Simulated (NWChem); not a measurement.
System: GeHBrCl2; SMILES [Cl][GeH]([Cl])[Br]

The following NWChem deck was run.

```
start job
memory heap 200 mb stack 900 mb global 1100 mb
geometry units angstroms noautoz
  Ge     0.464417     0.418995     0.000000
  Cl    -0.353470     1.383029    -1.751177
  Cl    -0.353470     1.383029     1.751177
  Br    -0.167094    -1.799012     0.000000
  H      2.001203     0.543523     0.000000
end
basis spherical
  Ge library def2-svp
  Cl library def2-svp
  Br library def2-svp
  H library def2-svp
end
dft
  xc pbe0
  iterations 150
  mulliken
end
task dft energy
```

Structure relaxed at the PBE-D3(BJ)/def2-SVP level.

Q: Predict the main results of this run. (PBE0/def2-SVP.) Quantities: energy (Ha); highest occupied level (eV); orbital gap (eV); dipole (D).

A: 
```
Property                       Result
---------------------------  --------
energy (Ha)                  -5570.56
highest occupied level (eV)     -8.83
orbital gap (eV)                 7.05
dipole (D)                       1.47
```
